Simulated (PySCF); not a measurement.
# C₆ coefficients of unlike pairs at PW91

Calculated with PySCF 2.14 from the dipole response of each species, C₆(A,B) = (3/π) ∫ α_A(iu) α_B(iu) du, in atomic units, from isotropic polarisabilities. For ions this is the dispersion term alone; charge-induced terms of lower order in 1/R come first.

```
species           configuration                                                                                   basis      relativity  α (bohr³)  C₆ (like pair)
    Te⁺  [Kr] 4d10 5s2 5p3 (4S)                                                              aug-cc-pVTZ-DK3 (8s7p5d2f)   spin-free X2C      22.51           185.6
     Xe               [Xe] (1S)  aug-cc-pVTZ-PP with one added diffuse shell each of d, f type with ECP28MDF (6s5p5d3f)  core potential      28.82           303.5
   Ge²⁺      [Ar] 3d10 4s2 (1S)                                             aug-cc-pwCVTZ-PP with ECP10MDF (8s7p6d4f1g)  core potential      10.18           39.39
     O⁺       [He] 2s2 2p3 (4S)                                                             aug-cc-pVQZ-DK (6s5p4d3f2g)   spin-free X2C      2.687           5.290
```

Question: Estimate C₆ for O⁺ with Xe.

Answer: The integral gives 37.90. The combination rule 2 C_A C_B / (C_A α_B/α_A + C_B α_A/α_B) gives 37.76 and the geometric mean 40.07.

No spin-orbit coupling is included.

The other pairs:

```tsv
pair	C₆
O⁺, Te⁺	29.58
O⁺, Ge²⁺	13.84
Ge²⁺, Te⁺	85.24
Xe, Te⁺	237.3
Ge²⁺, Xe	109.0
```
